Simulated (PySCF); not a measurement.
p-tolualdehyde, C8H8O.
Numbering: `[CH3:1][c:2]1[cH:3][cH:4][c:5]([CH:6]=[O:7])[cH:8][cH:9]1` (hydrogens: H10, H11, H12 on C1; H13 on C3; H14 on C4; H15 on C6; H16 on C8; H17 on C9)

Computed by this run: PBE0-D3(BJ)/def2-SVP geometry optimisation, gas phase in PySCF 2.14.0; density fitting, grid level 2; the optimiser is geomeTRIC in internal coordinates, started from a GFN2-xTB structure.

Step 0: E = -10454.0132 eV
```
atom  x, y, z in Å  |  force x, y, z in eV/Å
C1     -2.7118    0.1974    0.0208    0.423  -0.028   0.010
C2     -1.2198    0.0936   -0.0016   -0.390   0.122   0.000
C3     -0.5979   -1.0666   -0.4556    0.102   0.010   0.013
C4      0.7765   -1.1726   -0.4619    0.101   0.099   0.048
C5      1.5670   -0.1134   -0.0117   -0.205  -0.121  -0.043
C6      3.0263   -0.2301   -0.0271    0.199  -0.060  -0.031
O7      3.6474   -1.1917   -0.4056   -0.006  -0.119  -0.042
C8      0.9475    1.0491    0.4466    0.202  -0.231  -0.086
C9     -0.4288    1.1474    0.4489   -0.053  -0.024  -0.006
H10    -3.1549   -0.4079   -0.7665   -0.237  -0.200  -0.273
H11    -3.0319    1.2297   -0.0986   -0.197   0.364  -0.042
H12    -3.0913   -0.1645    0.9771   -0.231  -0.124   0.343
H13    -1.2032   -1.8894   -0.8079   -0.262  -0.360  -0.166
H14     1.2671   -2.0672   -0.8157    0.248  -0.378  -0.148
H15     3.5498    0.6724    0.3510    0.228   0.287   0.126
H16     1.5528    1.8738    0.7957    0.283   0.372   0.157
H17    -0.9021    2.0523    0.8024   -0.206   0.391   0.141
```

Q: Estimate the geometry and energy of step 1. (The exact step hangs on the optimiser's Hessian estimate; all steps are aligned on step 0, rigid shifts and turns removed.)

A: E = -10454.0525 eV, largest force 0.094 eV/Å
```
atom  x, y, z in Å  |  force x, y, z in eV/Å
C1     -2.7238    0.1963    0.0281   -0.084   0.008   0.001
C2     -1.2301    0.0975   -0.0056    0.051  -0.006   0.000
C3     -0.5979   -1.0690   -0.4642   -0.064  -0.062  -0.030
C4      0.7838   -1.1801   -0.4697    0.034  -0.058  -0.019
C5      1.5737   -0.1182   -0.0145    0.035   0.027   0.006
C6      3.0460   -0.2296   -0.0189    0.011   0.000   0.006
O7      3.6593   -1.1985   -0.3917    0.011   0.001  -0.001
C8      0.9563    1.0496    0.4404    0.028   0.056   0.028
C9     -0.4298    1.1549    0.4435   -0.033   0.060   0.019
H10    -3.1870   -0.4082   -0.7659    0.008   0.016   0.019
H11    -3.0633    1.2367   -0.0847    0.004  -0.026   0.004
H12    -3.1160   -0.1737    0.9914    0.008   0.008  -0.024
H13    -1.2110   -1.9008   -0.8253    0.023   0.026   0.012
H14     1.2847   -2.0841   -0.8270   -0.013   0.029   0.014
H15     3.5810    0.6801    0.3634   -0.017  -0.020  -0.010
H16     1.5720    1.8844    0.7928   -0.017  -0.032  -0.014
H17    -0.9050    2.0746    0.7981    0.015  -0.026  -0.010
```

The energy changes by -0.0393 eV. The first-order estimate −F·Δx gives -0.0815 eV and the mean of the old and new forces, exact on a quadratic surface, -0.0397 eV. The step makes an angle of 53° with the force vector and moves no atom by more than 0.035 Å.

What follows is the cost of the whole optimisation. Time: 44 s wall; peak memory 0.83 GiB. Hardware: one thread of an AMD EPYC 9R14, no GPU, shared host.
